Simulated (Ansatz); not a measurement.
Mulliken charges of CH₅FS₂Si, SMILES `FC([SiH3])SS` from r2SCAN/def2-TZVPP in Ansatz (PBE0-D4/def2-TZVP geometry).

| atom | x (Å) | y (Å) | z (Å) | charge (e) |
| --- | --- | --- | --- | --- |
| F1 | -1.083 | -1.560 | 0.249 | -0.218 |
| C2 | -0.953 | -0.174 | 0.258 | 0.108 |
| Si3 | 0.069 | 0.341 | -1.272 | 0.249 |
| S4 | -0.358 | 0.425 | 1.834 | -0.043 |
| S5 | 1.675 | 0.286 | 1.700 | -0.126 |
| H6 | -1.966 | 0.245 | 0.198 | 0.065 |
| H7 | 0.498 | 1.753 | -1.129 | -0.045 |
| H8 | -0.834 | 0.209 | -2.445 | -0.061 |
| H9 | 1.225 | -0.567 | -1.438 | -0.044 |
| H10 | 1.810 | -1.009 | 2.049 | 0.115 |

Problem. By hand: the dipole of these point charges (1 e Å = 4.8032 D).

Solution. Σ q r = (0.010, 0.185, -0.124) e Å, of length 0.223 e Å = 1.07 D.

Problem. How does the dipole of the full density compare? (Best estimate.)

Solution. Computed: (0.018, 0.066, -0.107) e Å, 0.61 D; the point charges give 1.75 times that, at 25° from its direction.

Point charges leave out the atoms' own dipoles, such as those of lone pairs, and Mulliken's split depends on the basis, so the two needn't agree.
